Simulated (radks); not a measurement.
Ag, configuration [Kr] 4d10 5s1. Method: scalar-relativistic Kohn-Sham, PBEsol, spin-unpolarised, spherical densities, finite nucleus; Fermi nuclear charge, rms radius 4.5454 fm; computed with a radial shooting solver on a logarithmic mesh with Libxc functionals.

Unscreened Slater integrals over Kohn-Sham orbitals (eV).

| integral | value |
|---|---|
| F0(5s,5s) | 7.8732 |
| F0(5s,4d) | 9.8291 |
| G2(5s,4d) | 1.6184 |
| F0(5s,4p) | 10.194 |
| G1(5s,4p) | 0.50355 |
| F0(5s,4s) | 10.260 |
| G0(5s,4s) | 0.32482 |
| F0(4d,4d) | 17.623 |
| F2(4d,4d) | 8.5286 |
| F4(4d,4d) | 5.5028 |
| F0(4d,4p) | 20.338 |
| F2(4d,4p) | 9.7519 |
| G1(4d,4p) | 12.182 |
| G3(4d,4p) | 7.3954 |
| F0(4d,4s) | 20.976 |
| G2(4d,4s) | 8.8566 |
| F0(4p,4p) | 24.481 |
| F2(4p,4p) | 12.795 |
| F0(4p,4s) | 25.567 |
| G1(4p,4s) | 17.313 |
| F0(4s,4s) | 26.825 |
